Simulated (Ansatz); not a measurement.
```xyz
9

O    -2.1663    1.2571    1.0738
C    -1.4007    0.7205    0.4174
Fe   -0.0546   -0.1022   -0.3746
C    -0.7378   -1.7365    0.0047
O    -1.1705   -2.7680    0.1982
C     1.5099   -0.5165    0.3302
O     2.4595   -0.7087    0.9354
C     0.5841    1.4491   -1.0578
O     0.9764    2.4053   -1.5274
```

Total charge 0; spin multiplicity 1.

Task: List the ωB97M-V/def2-TZVPP orbital energies in eV (the Gaussian-basis code of Ansatz). (Best estimate.)

Result: The calculation gave: Occupied: -6981.96, -823.86, -709.13, -708.80, -708.42, -529.00, -529.00, -528.18, -528.18, -285.37, -285.37, -284.78, -284.78, -97.73, -64.28, -63.78, -63.01, -35.32, -35.32, -34.50, -34.50, -19.95, -19.18, -18.66, -18.59, -16.93, -16.58, -16.39, -16.33, -16.22, -15.91, -15.59, -15.55, -15.43, -15.18, -14.73, -14.53, -10.65, -10.00, -9.12, -8.67. Lowest empty: -1.24, 1.37, 1.57, 1.60, 2.00, 2.27, 2.37, 2.55.
